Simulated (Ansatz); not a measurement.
Molecule: CeF3 (charge 0, doublet). The spin state was set by rule; other spins were not relaxed. 
Structure (B3LYP-D3(BJ)/def2-TZVP (Ansatz, a quantum-chemistry and plane-wave program) minimum search):
```xyz
4

Ce    -0.0507     0.0705     0.1712
F     -1.5505    -1.2726    -0.3970
F      0.0820     1.6972    -1.1375
F      1.7951    -0.8792     0.4312
```
Charge 0, spin multiplicity 2.

Dipole moments at this geometry, in debye (magnitudes).

| level | program | dipole (D) |
|---|---|---|
| SVWN5/def2-TZVP | Ansatz | 4.46 |
| PBE/def2-TZVP | Ansatz | 4.46 |
| BLYP/def2-TZVP | Ansatz | 4.51 |
| revPBE/def2-TZVP | Ansatz | 4.45 |
| B3LYP/def2-TZVP | Ansatz | 4.81 |
| PBE0/def2-TZVP | Ansatz | 4.82 |
| BHLYP/def2-TZVP | Ansatz | 5.12 |
| r2SCANh/def2-TZVP | Ansatz | 4.82 |
| r2SCAN0/def2-TZVP | Ansatz | 4.95 |
| HSE06/def2-TZVP | Ansatz | 4.81 |
| CAM-B3LYP/def2-TZVP | Ansatz | ___ |
| LC-wPBE/def2-TZVP | Ansatz | 4.93 |
| wB97X-V/def2-TZVP | Ansatz | ___ |

### Question
Complete the blanks.

### Answer

- CAM-B3LYP/def2-TZVP, dipole (D): 4.92
- wB97X-V/def2-TZVP, dipole (D): 4.93
